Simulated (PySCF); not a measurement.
**Electronic structure of F (fluorine, neutral) at the UHF level**

Configuration: [He] 2s1 2p5 3s1, high-spin 4P determinant (an excited configuration). Computed with PySCF 2.14 in aug-cc-pCVTZ-DK with one added diffuse shell each of s, p, d, f type (8s7p5d3f, 75 functions), with the spin-free X2C one-electron Hamiltonian (Gaussian nucleus).

| Item | Value |
| --- | --- |
| Total energy | -98.283095 hartree |
| One-electron energy | -134.6808 hartree |
| Hartree (Coulomb) energy | 46.0060 hartree |
| Exchange energy | -9.6083 hartree |
| ⟨S²⟩ | 3.7584 |
| ⟨L²⟩ | 2.007 |
| Sum of ⟨r⟩ | 10.85 bohr |
| Sum of ⟨r²⟩ | 32.04 bohr² |
| Traceless quadrupole moment −½Σ⟨3z² − r²⟩ along its main axis | 0.248 e·bohr² |
| Langevin diamagnetic susceptibility | -25.4 ×10⁻⁶ cm³/mol |

```
shell  electrons  mean orbital energy (eV)  spread (eV)  rms radius, mean of both spins (bohr)
 1s α          1                   -734.77            0                                  0.204
 1s β          1                   -730.27            0                                  0.204
 2s α          1                   -59.480            0                                   1.03
 2p α          3                   -34.373        3.081                                   1.12
 2p β          2                   -25.898            0                                   1.12
 3s α          1                    -4.551            0                                   4.96
```

The outer electron is Rydberg-like, and this basis confines it to a smaller radius and binds it less than a complete one would.

Spin-orbit constants ζ (cm⁻¹) from the X2C one-electron operator on these orbitals: bare nucleus, nucleus screened by l(l+1)(2l+1)/3 electrons, and screened by the Breit-Pauli mean field of the electrons.

```
shell   bare  screened nucleus  mean field
   2p  469.4             365.1       320.1
```

To first order the Landé constant is A = -106.7 cm⁻¹, so the lowest level has J = 5/2 and lies 0.0198 eV below the centre of the term. This holds in LS coupling only.
